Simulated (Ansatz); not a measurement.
Geometry optimisation, Ansatz, RKS PBE0-D4/def2-SVP.

The input (input.yaml):

```yaml
crystal:
  periodic: [false, false, false]
  atoms:
    - { symbol: "N", position_ang: [-0.202, -0.0028, -2.0884] }
    - { symbol: Sn, position_ang: [0.1097, -0.7545, -0.235] }
    - { symbol: "N", position_ang: [1.214, 0.4402, 0.8448] }
    - { symbol: C, position_ang: [0.4419, 0.6432, 1.8433] }
    - { symbol: O, position_ang: [-0.8193, 0.1834, 1.1215] }
    - { symbol: H, position_ang: [-0.20628, -0.8236, -2.77919] }
    - { symbol: H, position_ang: [0.71617, 0.5184, -2.36894] }
    - { symbol: H, position_ang: [0.3839, -2.4505, 0.0158] }
    - { symbol: H, position_ang: [0.4745, 1.1273, 2.8536] }
basis:
  gaussian: { orbitals: def2-SVP }
hamiltonian:
  xc: pbe0
  dispersion: d4
relax:
  f_tol: 0.015
  max_steps: 40
```

Launched with:

```bash
$ ansatz run input.yaml --threads 2 --pin off --max-ram 3072MiB --backend cpu --events-out ev --progress --plain --runs-dir out
```

**Question.** Where does it end, and by what steps?

**Answer.** It converged. After 13 steps the energy has fallen by 2.808 eV; H7 moved furthest, 0.49 Å.

```json
{"step": "0", "energy less start (eV)": "0.0000", "largest force component (eV/Å)": "6.901", "accepted": "yes"}
{"step": "1", "energy less start (eV)": "-1.9704", "largest force component (eV/Å)": "2.608", "accepted": "yes"}
{"step": "2", "energy less start (eV)": "-2.1361", "largest force component (eV/Å)": "3.378", "accepted": "yes"}
{"step": "3", "energy less start (eV)": "-2.6307", "largest force component (eV/Å)": "2.372", "accepted": "yes"}
{"step": "4", "energy less start (eV)": "-2.6444", "largest force component (eV/Å)": "1.149", "accepted": "yes"}
{"step": "5", "energy less start (eV)": "-2.7670", "largest force component (eV/Å)": "0.621", "accepted": "yes"}
{"step": "6", "energy less start (eV)": "-2.7847", "largest force component (eV/Å)": "0.466", "accepted": "yes"}
{"step": "7", "energy less start (eV)": "-2.7795", "largest force component (eV/Å)": "0.797", "accepted": "no"}
{"step": "8", "energy less start (eV)": "-2.8059", "largest force component (eV/Å)": "0.181", "accepted": "yes"}
{"step": "9", "energy less start (eV)": "-2.8070", "largest force component (eV/Å)": "0.083", "accepted": "yes"}
{"step": "10", "energy less start (eV)": "-2.8052", "largest force component (eV/Å)": "0.210", "accepted": "no"}
{"step": "11", "energy less start (eV)": "-2.8074", "largest force component (eV/Å)": "0.016", "accepted": "yes"}
{"step": "12", "energy less start (eV)": "-2.8075", "largest force component (eV/Å)": "0.029", "accepted": "yes"}
{"step": "13", "energy less start (eV)": "-2.8076", "largest force component (eV/Å)": "0.005", "accepted": "yes"}
```

```xyz
9
Properties=species:S:1:pos:R:3
N -0.017 -0.176 -2.029
Sn 0.365 -0.833 -0.188
N 1.492 0.329 1.136
C 0.380 0.644 1.710
O -0.791 0.199 1.294
H -0.085 -0.816 -2.813
H 0.289 0.747 -2.315
H 0.121 -2.525 -0.178
H 0.357 1.312 2.591
```

Time of the run: 39 s on 2 threads of Arm Neoverse V2, on a shared host, peak memory 0.24 GiB.
